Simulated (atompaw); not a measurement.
# Nd (Z = 60): one change to a PAW (atompaw) potential, before and after

| Quantity | Value |
| --- | --- |
| Element | neodymium (Nd) |
| Generator | atompaw 4.2.0.5 |
| Type | PAW |
| Functional | PBE |
| Relativity | scalar-relativistic |
| Frozen core | [Kr] 4d10 |
| Valence charge | 14 |
| Reference configuration | 4f4 5s2 5p6 5d0 6s1.75 6p0.25 |
| Partial waves | 5s (bound): rc 2.55 bohr; 6s (bound): rc 2.90 bohr; 5p (bound): rc 3.00 bohr; 6p (bound): rc 2.80 bohr; 5d (bound, empty): rc 3.00 bohr; 5d channel at 1 Ry: rc 3.00 bohr; 4f (bound): rc 1.90 bohr; 4f channel at 0.55 Ry: rc 1.90 bohr |
| Local potential | troulliermartins scheme with l = 4 at 1 Ry, radius 2.80 bohr |
| Core correction | smooth core density matched at 2.30 bohr |
| Augmentation charge | sinc compensation charge, radius 2.20 bohr; PAW radius 3.00 bohr; waves and projectors: custom rrkj gramschmidtortho |

Change: wave 5p (bound): rc 3.00 bohr becomes 5p (bound): rc 1.84 bohr.

Cutoffs: the cutoffs (Ry, on a coarse ladder) from which the occupation-weighted sum of valence levels, in a spherical-Bessel basis at the reference potential, stays within 10 and 1 mRy of its value at 400 Ry; they do not see the model core or the augmentation charge, which bear on the density cutoff.

Q: What does the change do?

A: The potential gets neither clearly harder nor softer (35 Ry and 55 Ry → 35 Ry and 55 Ry); the f channel sets the loose cutoff, while the largest relative change is in p, which becomes harder; the range in which the p phases agree narrows (upper end at the end of the scan → 0.8); neither file shows a bound ghost.

```tsv
quantity	base	changed
cutoff, loose	35 Ry	35 Ry
cutoff, tight	55 Ry	55 Ry
loose cutoff by channel (10 mRy a level)	s 10 Ry, p 12 Ry, f 30 Ry	s 10 Ry, p 15 Ry, f 30 Ry
bound ghosts	none	none
s: phases at 3.01 bohr within 0.05 rad from the reference energy up to (Ry; the scan ends near 5)	3.4	3.4
p: phases at 3.01 bohr within 0.05 rad from the reference energy up to (Ry; the scan ends near 5)	to the end of the scan	0.8
d: phases at 3.01 bohr within 0.05 rad from the reference energy up to (Ry; the scan ends near 5)	2.6	2.6
f: phases at 3.01 bohr within 0.05 rad from the reference energy up to (Ry; the scan ends near 5)	to the end of the scan	to the end of the scan
lowest overlap eigenvalue by channel	s 0.08, p 0.09, d 0.34, f 0.47	s 0.08, p 0.01, d 0.34, f 0.47
```

 The cutoffs see the waves, projectors and local potential, not the compensation charge or the core.
